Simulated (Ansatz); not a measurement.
```yaml
atoms:
  - { symbol: C, position_ang: [-0.0351, -0.0026, -0.7365] }
  - { symbol: C, position_ang: [-0.0328, -0.0217, 0.7973] }
  - { symbol: O, position_ang: [-0.0158, 1.0540, -1.3110] }
  - { symbol: O, position_ang: [0.0160, -1.0932, 1.3198] }
  - { symbol: H, position_ang: [-0.0497, -0.9753, -1.2493] }
  - { symbol: H, position_ang: [-0.0296, 0.9972, 1.2889] }
```

Basis set: 6-31G (spherical functions). Left uncorrelated: 4 orbitals. Charge 0, multiplicity 1.

Computed with Ansatz (development build ahead of 0.2.0); each method stands on the lowest determinant of its kind that the runs found. Restricted open shells among the atoms or ions are ROHF, correlated in semicanonical orbitals with singles.

Task: Give the atomization energy at this shape (free ground-state atoms in the same class of orbitals less the molecule, no zero-point energy) of singlet C₂H₂O₂ by RHF-MP2, RHF.

Result:

| method | atomization energy |
| --- | --- |
| RHF-MP2 | 22.82 eV |
| RHF | 15.36 eV |

This basis has no polarisation functions and is too small for such energies, which can lie far from measured ones in either direction.
